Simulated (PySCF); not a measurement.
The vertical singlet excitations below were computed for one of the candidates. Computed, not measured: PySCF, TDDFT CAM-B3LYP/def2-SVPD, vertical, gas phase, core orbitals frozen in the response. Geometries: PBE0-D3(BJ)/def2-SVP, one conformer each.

| state | E (eV) | f |
| --- | --- | --- |
| S1 | 5.55 | 0.0065 |
| S2 | 6.91 | 0.145 |
| S3 | 7.13 | 0.0061 |
| S4 | 7.28 | 0.018 |
| S5 | 7.43 | 0.025 |
| S6 | 7.54 | 0.194 |

Orbital energies (eV): HOMO-3 -10.89, HOMO-2 -9.72, HOMO-1 -9.27, HOMO -8.66, LUMO 0.80, LUMO+1 1.22, LUMO+2 1.70.

Question: Which candidate is it? All have the formula C6H11NO.
A. `CCO[C@H](C#N)CC`
B. `C=C[C@@H](CC)C(N)=O`
C. `C1(C(N(C)C)=O)CC1`

Answer: B. Its S1, at 5.55 eV, is the lowest among the candidates; the nearest of the others has S1 at 5.84 eV. S1 is HOMO→LUMO (34%), HOMO→LUMO+2 (24%), HOMO→LUMO+5 (17%). Löwdin shares by element: HOMO oxygen 46%, carbon 31% or more (atoms not listed hold the other 23%); LUMO carbon 62% or more, hydrogen 6% or more (atoms not listed hold the other 31%). At the same level the other candidates give, for their lowest levels:
- `CCO[C@H](C#N)CC`: 7.43 eV (f 0.003); 7.49 eV (f 0.006); 7.83 eV (f 0.008); 7.94 eV (f 0.005); 8.08 eV (f 0.003); HOMO -9.75, LUMO 1.04 eV
- `CN(C)C(=O)C1CC1`: 5.84 eV (f 0.000); 6.54 eV (f 0.036); 6.84 eV (f 0.249); 7.39 eV (f 0.012); 7.51 eV (f 0.006); T1 5.16 eV; HOMO -8.28, LUMO 1.15 eV

Conformer computed: `[CH2:1]=[CH:2][C@@H:3]([CH2:4][CH3:5])[C:6]([NH2:7])=[O:8]`: C1–C2–C3–C4 121°, C2–C3–C4–C5 -164°, C2–C3–C6–N7 53°, H–N7–C6–C3 -176°, H–N7–C6–C3 -12°.
Triplets come from the Tamm–Dancoff approximation.
